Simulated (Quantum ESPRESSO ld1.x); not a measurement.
Values are calculated unless marked as measured or tabulated.
Task: The aim is the titanium ion Ti2+ in [Ar] 3d2. What will ld1.x (Quantum ESPRESSO 7.5) do with this input?

```
 &input
    iswitch=1,
    rel=1,
    lsd=1,
    dft='SLA-VWN',
    config='[Ar] 3d2',
    verbosity='high',
    atom='D2',
    prefix='ld1',
    max_out_wfc=37,
    file_charge='ld1.rho',
 /
```

Result: Crashed. The symbol names no element; the program warns, takes a nuclear charge of zero and dies without a result.

Output (excerpt):

```
     Program LD1 v.7.5 starts

WARNING: Atom  D not found
```

Run on one thread of a shared host, so times are rough (Intel(R) Xeon(R) Processor @ 2.60GHz): 0.5 s of CPU time, 0.92 s wall, peak memory 56 MiB.
